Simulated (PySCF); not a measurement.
**Al²⁺: excitation energy**

Al²⁺ [Ne] 3s1 (2S) → Al²⁺ [Ne] 3p1 (2P), as a difference of total energies. Calculation: PySCF 2.14, in dyall-av3z (19s12p3d2f, 84 functions); the non-relativistic Hamiltonian (point nucleus). The calculations carry no spin-orbit coupling.

| method | excitation energy (eV) |
| --- | --- |
| UHF | 6.525 |
| LDA | 6.299 |
| PBE | 6.151 |
| PBE0 | 6.247 |
| MN15 | 5.983 |
| r2SCAN0 | 6.259 |
| PBEsol | 6.132 |

Question: Estimate what r2SCAN gives.

Answer: 6.122 eV, closest to PBEsol among the rows shown.

Question: Estimate what revPBE gives.

Answer: 6.056 eV, closest to MN15 among the rows shown.

A first-order spin-orbit estimate (lowest level to lowest level, LS coupling) adds -0.015 eV.
